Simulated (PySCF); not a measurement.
Lowest triplet excitation (TDA) (eV) of eight silicon and germanium compounds: TDA-PBE beside TDA-M06-2X, computed with PySCF for isolated molecules in the bases named; differences from unrounded values. The eight are the first of their class met in an unordered collection, after screening for sound electronic states; none was chosen by its value. Each molecule has one DFT geometry for both levels.

```
molecule                                         basis  TDA-M06-2X  TDA-PBE  difference
-------------------------------------------  ---------  ----------  -------  ----------
C2H9NOSi, SMILES CC[Si@@H](N)O               def2-SVPD        6.77     5.78       -0.98
C₂H₄BrFSi, SMILES C=C[SiH](F)Br              def2-SVPD        4.50     4.24       -0.26
C2H8O2Si2, SMILES [SiH2]1C[Si@@H](OC1)O      def2-SVPD        6.76     5.61       -1.15
CH9ClOSi3, SMILES Cl[Si@@H]([SiH3])O[SiH2]C  def2-SVPD        5.89     5.23       -0.66
CH7ClO2Si2, SMILES OC[SiH2]O[SiH2]Cl         def2-SVPD        6.37     5.03       -1.34
C₄H₇NSi, SMILES C#CC(=C)[SiH2]N              def2-SVPD        3.67     3.28       -0.39
C4H8Si, SMILES C1=CC[SiH2]C1                 def2-SVPD        4.67     4.36       -0.31
Si(H)(Me)3 (C3H10Si), SMILES C[SiH](C)C      def2-SVPD        8.00     7.13       -0.87
```

TDA-PBE lies below TDA-M06-2X in 8 and above it in 0 of the eight; the mean signed difference is -0.74 and the largest -1.34 eV.
